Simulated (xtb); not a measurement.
W(O)(NH)(F)(Br) (BrFHNOW), SMILES [NH]=[W](=[O])([F])[Br], multiplicity 1. All values are semi-empirical tight-binding results from xtb (GFN2-xTB unless named), good for trends rather than for accurate numbers. The structure is a stationary point at GFN2-xTB. The spin state was assumed, not searched. The structure was generated by enumeration; whether it is a known compound was not checked.

Optimised geometry:

```xyz
6

W      0.3505    -0.3977    -0.0723
O      1.7191    -0.0128     0.8132
N      0.6124    -0.6100    -1.8274
H      0.9953    -0.7494    -2.7647
F     -0.5652    -1.8016     0.7068
Br    -1.1395     1.4505     0.2298
```
Charge 0, spin multiplicity 1.

For metal compounds this method's bond lengths and energies can be far off.

The orbital gap is 2.31 eV. The zero-point energy comes out as 11.3 kcal/mol and the G − E(el) at 298.15 K (modified RRHO) is -9.8 kcal/mol.

Give the atomic charges and the Wiberg bond orders between heavy atoms. (Estimate from the structure and the level; the computed values follow.)

charges (e) W1 1.21, O2 -0.54, N3 -0.54, H4 0.20, F5 -0.32, Br6 -0.01. Bond orders W1–O2 2.09, W1–N3 2.16, W1–F5 1.00, W1–Br6 1.29.
